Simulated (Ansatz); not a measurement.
Basis sets compared for the cluster P7S2⁺. Total charge 1; singlet. Geometry PBE-D4/def2-SVP. Ansatz on 4 threads of Arm Neoverse V1 on a shared host; times are rough, and most runs start from earlier orbitals.

| atom | x (Å) | y (Å) | z (Å) |
| --- | --- | --- | --- |
| P1 | -0.1171 | -0.8199 | -0.3830 |
| P2 | 0.6353 | -2.5103 | 0.7890 |
| P3 | 1.0120 | -0.0311 | -2.1245 |
| P4 | -0.4840 | 2.5838 | -0.1473 |
| P5 | -1.2574 | 0.6810 | 0.7830 |
| P6 | 0.7709 | -1.4890 | 2.6041 |
| P7 | 0.5548 | 2.1680 | -1.8759 |
| S8 | -0.9931 | -1.0050 | -2.2635 |
| S9 | -0.1215 | 0.4224 | 2.6180 |

The restricted singlet is unstable towards broken spin symmetry in Hartree–Fock (as tested in another run); at PBE-D4/def2-SVP, PBE-D4/def2-TZVP, PBE0-D4/def2-SVP, PBE0-D4/def2-TZVP this wasn't settled. Another isomer (singlet) lies 1.28 eV lower at PBE0-D4/def2-TZVP; other spin states weren't run for this one.

| level | functions | energy (Eh) | HOMO (eV) | LUMO (eV) | wall time |
| --- | --- | --- | --- | --- | --- |
| PBE-D4/def2-SVP | 162 | -3183.2992 | -10.31 | -8.61 | 2.5 s |
| PBE0-D4/def2-SVP | 162 | -3183.5185 | -11.30 | -8.01 | 4.4 s |

Estimate the rows for PBE-D4/def2-TZVP (with forces), PBE0-D4/def2-TZVP.


```csv
level,functions,energy (Eh),HOMO (eV),LUMO (eV),wall time
PBE-D4/def2-TZVP (with forces),333,-3184.4289,-10.12,-8.47,8.5 s
PBE0-D4/def2-TZVP,333,-3184.6442,-11.07,-7.83,19 s
```
